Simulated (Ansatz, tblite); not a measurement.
Cost and result up the ladder for `COc1ccc(-c2cc3sc(-c4cc5sc(-c6cc7sc(-c8ccc(C(F)=C(F)F)cc8)cc7s6)cc5s4)cc3s2)cc1` (60 atoms). Total charge 0; singlet. Geometry: PBE-D4/def2-SVP.

```xyz
60

C     3.944  -11.348    8.793
O     2.738  -10.610    8.848
C     2.559   -9.596    7.960
C     3.491   -9.219    6.972
C     3.199   -8.154    6.111
C     1.985   -7.435    6.193
C     1.685   -6.325    5.292
C     0.617   -5.429    5.342
C     0.666   -4.484    4.287
S    -0.322   -3.140    3.791
C     0.745   -2.801    2.420
C     0.460   -1.710    1.522
C     1.212   -1.287    0.422
C     0.614   -0.182   -0.226
S     1.013    0.797   -1.610
C    -0.439    1.785   -1.388
C    -0.733    2.869   -2.292
C    -1.846    3.715   -2.279
C    -1.797    4.660   -3.330
S    -2.830    5.947   -3.878
C    -1.729    6.337   -5.209
C    -2.056    7.414   -6.136
C    -1.222    7.711   -7.243
C    -1.541    8.729   -8.139
C    -2.714    9.508   -7.978
C    -2.994   10.550   -8.961
F    -2.094   10.677   -9.966
C    -4.038   11.417   -9.013
F    -4.189   12.320   -9.966
F    -5.025   11.461   -8.127
C    -3.550    9.223   -6.870
C    -3.224    8.203   -5.978
C    -0.614    5.496   -5.212
C    -0.656    4.555   -4.156
S     0.376    3.262   -3.614
C    -1.190    1.363   -0.286
C    -0.594    0.258    0.361
S    -0.994   -0.724    1.742
C     1.817   -3.697    2.365
C     1.766   -4.640    3.418
S     2.748   -5.988    3.917
C     1.060   -7.836    7.194
C     1.339   -8.889    8.059
H     4.834  -10.703    8.974
H     4.072  -11.863    7.815
H     3.884  -12.108    9.594
H     4.450   -9.743    6.866
H     3.948   -7.869    5.356
H    -0.156   -5.454    6.120
H     2.151   -1.765    0.116
H    -2.654    3.634   -1.541
H    -0.305    7.128   -7.410
H    -0.876    8.933   -8.990
H    -4.467    9.802   -6.703
H    -3.898    8.011   -5.129
H     0.193    5.565   -5.951
H    -2.125    1.845    0.023
H     2.591   -3.661    1.588
H     0.096   -7.316    7.287
H     0.619   -9.199    8.831
```

Ansatz on 5 threads of AMD EPYC 7R13 on a shared host and a share (37 GiB) of an NVIDIA H100 80GB HBM3; xTB runs through tblite on one thread. Times are rough, summed over both states, and most runs start from the orbitals of an earlier one. PBE0-D4/def2-TZVP serves as the yardstick here, not as an exact answer. The other state is a triplet.

The xTB rows come from tblite. Single mean-field runs in def2-TZVP are fitted with def2-universal-jkfit.

xTB has no spin-polarisation term.

```tsv
level	functions	wall time	vertical triplet (eV)	difference from PBE0-D4/def2-TZVP (eV)
GFN2-xTB	219	0.79 s	1.47	-0.15
GFN1-xTB	236	0.79 s	1.48	-0.14
PBE-D4/def2-TZVP	1471	53 s	1.39	-0.24
PBE0-D4/def2-TZVP	1471	1.9 min	1.63	0.00
```
